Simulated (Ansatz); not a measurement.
Two spin states of MgH-, each at its own minimum; 2S+1 = 1, 3 were tried, and our sources give no spin for the ground state.

```json
[
 {"level": "PBE/def2-TZVPP", "energy of the multiplicity-3 state above the multiplicity-1 state (kJ/mol)": "101.1"},
 {"level": "PBE0/def2-TZVPP", "energy of the multiplicity-3 state above the multiplicity-1 state (kJ/mol)": "97.9"},
 {"level": "wB97X-V/def2-TZVPP", "energy of the multiplicity-3 state above the multiplicity-1 state (kJ/mol)": "117.8"},
 {"level": "CCSD/def2-TZVPP", "energy of the multiplicity-3 state above the multiplicity-1 state (kJ/mol)": "114.9"},
 {"level": "CCSD(T)/def2-TZVPP", "energy of the multiplicity-3 state above the multiplicity-1 state (kJ/mol)": "116.7"}
]
```

The rows run from 97.9 (PBE0/def2-TZVPP) to 117.8 kJ/mol (wB97X-V/def2-TZVPP). The 3 functionals in def2-TZVPP without D3 or D4 span 19.9, from PBE0 to wB97X-V.

Each state is the lowest solution found for its spin in def2 and cc sets. The singlet is a restricted closed-shell determinant, which can mix singlet states where a π or δ shell is part-filled.

Correlated levels freeze the inner cores; with def2 sets outer-core shells near the valence are correlated too.

Doubts at one or more of the structures used: a restricted determinant that unrestricted orbitals would lower (CCSD/def2-TZVPP, CCSD(T)/def2-TZVPP).

Programs: Ansatz (Gaussian orbitals). Values without a source in brackets are computed.

Ansatz is a quantum-chemistry and plane-wave program.
